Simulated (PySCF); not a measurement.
B(H)2(OMe) (CH5BO), SMILES BOC. Atoms are numbered in the order given.

```xyz
8

B      0.2159    -1.2849     0.0000
H     -0.4129    -2.3028     0.0000
H      1.4193    -1.2596     0.0000
O     -0.4815    -0.1422     0.0000
C      0.1458     1.1244     0.0000
H      1.2351     1.0275     0.0000
H     -0.1721     1.6753     0.8872
H     -0.1721     1.6753    -0.8872
```
Charge 0, spin multiplicity 1.

Geometry: PBE0-D3(BJ)/def2-TZVP.

Computed with PySCF with PBE0/pcJ-1.

Isotropic couplings with Fermi-contact, spin-dipole and both spin-orbit terms, one fixed conformer, no vibrational averaging. Isotopes: 11B, 13C, 1H.

Computed spin–spin coupling constants:
| pair | bonds apart | J (Hz) |
|---|---|---|
| B1–H2 | 1 | 148.8 |
| B1–H3 | 1 | 134.3 |
| C5–H6 | 1 | 136.8 |
| C5–H7 | 1 | 141.6 |
| C5–H8 | 1 | 141.6 |
| B1–C5 | 2 | -1.8 |
| H2–H3 | 2 | 17.6 |
| H6–H7 | 2 | -11.4 |
| H6–H8 | 2 | -11.4 |
| H7–H8 | 2 | -13.2 |
| B1–H6 | 3 | 5.4 |
| B1–H7 | 3 | 3.3 |
| B1–H8 | 3 | 3.3 |
| H2–C5 | 3 | 12.5 |
| H3–C5 | 3 | 10.3 |
| H2–H6 | 4 | -0.8 |
| H2–H7 | 4 | -1.2 |
| H2–H8 | 4 | -1.2 |
| H3–H6 | 4 | -0.6 |
| H3–H7 | 4 | -1.0 |
| H3–H8 | 4 | -1.0 |
